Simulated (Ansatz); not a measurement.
Molecular dynamics of CH$_{11}$AlN$_{2}$Si$_{2}$

input.yaml

```yaml
crystal:
  periodic: [false, false, false]
  atoms:
    - { symbol: "N", position_ang: [-1.549937, -2.145328, 0.654024] }
    - { symbol: Al, position_ang: [0.080554, -1.866868, 0.090439] }
    - { symbol: "N", position_ang: [0.557297, -0.228713, -0.377561] }
    - { symbol: Si, position_ang: [2.158823, 0.16162, -0.778393] }
    - { symbol: C, position_ang: [-0.520097, 0.761791, -0.687656] }
    - { symbol: Si, position_ang: [-0.897934, 1.894941, 0.835604] }
    - { symbol: H, position_ang: [-1.877249, -3.057739, 0.981269] }
    - { symbol: H, position_ang: [-2.345704, -1.519883, 0.88733] }
    - { symbol: H, position_ang: [0.99282, -3.005352, 0.148216] }
    - { symbol: H, position_ang: [2.758992, 1.103502, 0.115768] }
    - { symbol: H, position_ang: [2.332019, 0.788021, -2.081007] }
    - { symbol: H, position_ang: [2.974478, -1.030717, -0.65405] }
    - { symbol: H, position_ang: [-1.477188, 0.255544, -0.842167] }
    - { symbol: H, position_ang: [-0.35695, 1.374379, -1.630695] }
    - { symbol: H, position_ang: [-2.054205, 2.721493, 0.642892] }
    - { symbol: H, position_ang: [-1.111151, 1.063321, 2.033368] }
    - { symbol: H, position_ang: [0.190847, 2.818353, 1.128372] }
basis:
  gaussian: { orbitals: STO-3G }
hamiltonian:
  xc: r2scan
  dispersion: d4
md:
  timestep: 0.5
  n_steps: 80
  ensemble: nvt_langevin
  temperature: 1000.0
  initial_velocities: maxwell_boltzmann
  seed: 705718
  friction: 0.01
```

Launched with:

```bash
$ ansatz run input.yaml --threads 1 --pin off --max-ram 2048MiB --backend cpu --events-out ev --progress --plain --runs-dir out
```

It goes on from the last frame of an earlier run, with new velocities.

Output, in part (step lines, the closing report, with atoms numbered from 0):

```
md step     0: t =     0.00 fs  T =   941.2 K  F+E_penalty+E_count = -26232.00437822 eV  E_kin = 2.068160 eV  (23 SCF iters)
[... lines left out ...]
Total energy: -26230.32510154 eV, -963.9466679286 hartree
Atom 0 at    -1.574369    -2.634917     0.833801 Å, force     5.417223    -2.865640    -1.247505 eV/Å
Atom 1 at    -0.023436    -1.963422     0.127597 Å, force    -2.977718     0.933584    -0.144991 eV/Å
Atom 2 at     0.350680    -0.359129    -0.769762 Å, force    -2.424225     0.514676     2.060899 eV/Å
Atom 3 at     2.073561     0.025272    -0.762388 Å, force    -0.435013     0.222590     1.310604 eV/Å
Atom 4 at    -0.493715     0.942570    -0.445502 Å, force    -0.343295    -0.795799    -2.888547 eV/Å
Atom 5 at    -0.620466     2.130021     0.980332 Å, force     1.780411     2.142149     0.220440 eV/Å
Atom 6 at    -1.540907    -3.720162     1.054009 Å, force    -0.016714     2.849103    -0.559852 eV/Å
Atom 7 at    -2.470305    -2.330042     1.068229 Å, force    -3.216111     1.561860     0.838389 eV/Å
Atom 8 at     0.786303    -3.138190    -0.130158 Å, force     1.102078    -0.622471    -0.165547 eV/Å
Atom 9 at     2.300462     1.233043     0.042703 Å, force     0.234018    -0.562351    -0.074280 eV/Å
Atom 10 at     2.656916     0.298079    -2.031737 Å, force     0.254949    -0.125758    -0.726429 eV/Å
Atom 11 at     2.517736    -1.197617    -0.127798 Å, force     1.096385     0.238650    -0.194049 eV/Å
Atom 12 at    -1.573477     0.780915    -0.546458 Å, force    -0.460311    -1.469092    -0.302343 eV/Å
Atom 13 at    -0.404408     1.658544    -1.345538 Å, force     0.691416    -0.888883     1.247698 eV/Å
Atom 14 at    -1.469767     3.150726     0.380392 Å, force    -0.113298    -0.280621     0.312906 eV/Å
Atom 15 at    -1.149379     1.798027     2.284744 Å, force     0.044164    -0.454594    -0.093019 eV/Å
Atom 16 at     0.676071     2.825890     1.113414 Å, force    -0.633958    -0.397402     0.405627 eV/Å
Dipole moment:    -0.048403     0.016853     0.251756 e Å
```

The steps, from the saved trajectory:

| time (fs) | T (K) | potential energy less start (eV) |
| --- | --- | --- |
| 0 | 941 | 0.000 |
| 1 | 874 | 0.154 |
| 2 | 858 | 0.340 |
| 3 | 824 | 0.376 |
| 4 | 872 | 0.382 |
| 5 | 844 | 0.507 |
| 6 | 771 | 0.663 |
| 7 | 695 | 0.757 |
| 8 | 715 | 0.800 |
| 9 | 659 | 0.883 |
| 10 | 679 | 0.888 |
| 11 | 776 | 0.737 |
| 12 | 819 | 0.672 |
| 13 | 735 | 0.786 |
| 14 | 698 | 0.882 |
| 15 | 732 | 0.835 |
| 16 | 773 | 0.762 |
| 17 | 749 | 0.803 |
| 18 | 671 | 0.945 |
| 19 | 658 | 1.034 |
| 20 | 678 | 0.997 |
| 21 | 681 | 1.015 |
| 22 | 624 | 1.133 |
| 23 | 600 | 1.205 |
| 24 | 644 | 1.118 |
| 25 | 691 | 0.962 |
| 26 | 723 | 0.912 |
| 27 | 709 | 1.019 |
| 28 | 715 | 1.024 |
| 29 | 831 | 0.879 |
| 30 | 873 | 0.844 |
| 31 | 781 | 0.990 |
| 32 | 709 | 1.175 |
| 33 | 637 | 1.319 |
| 34 | 627 | 1.415 |
| 35 | 563 | 1.535 |
| 36 | 566 | 1.648 |
| 37 | 652 | 1.618 |
| 38 | 748 | 1.510 |
| 39 | 719 | 1.569 |
| 40 | 685 | 1.679 |

All steps were run. The mean temperature of the second half is 31 % below the set value. A run of 0.04 ps of so small a system gives no equilibrium averages. Limits of this set-up: minimal basis.

The same pairs are bonded in the first frame and the last. Pairs count as bonded within 1.25 times the sum of covalent radii (0.12 Å more for H–H).

Last frame:

```xyz
17
Properties=species:S:1:pos:R:3
N -1.574 -2.635 0.834
Al -0.023 -1.963 0.128
N 0.351 -0.359 -0.770
Si 2.074 0.025 -0.762
C -0.494 0.943 -0.446
Si -0.621 2.130 0.980
H -1.541 -3.720 1.054
H -2.470 -2.330 1.068
H 0.786 -3.138 -0.130
H 2.300 1.233 0.043
H 2.657 0.298 -2.032
H 2.518 -1.198 -0.128
H -1.573 0.781 -0.546
H -0.404 1.659 -1.345
H -1.470 3.151 0.380
H -1.149 1.798 2.285
H 0.676 2.826 1.113
```

The run took 12 min on 1 thread of Intel(R) Xeon(R) Platinum 8259CL CPU @ 2.50GHz (Skylake/Cascade Lake), on a shared host, peak memory 0.17 GiB.
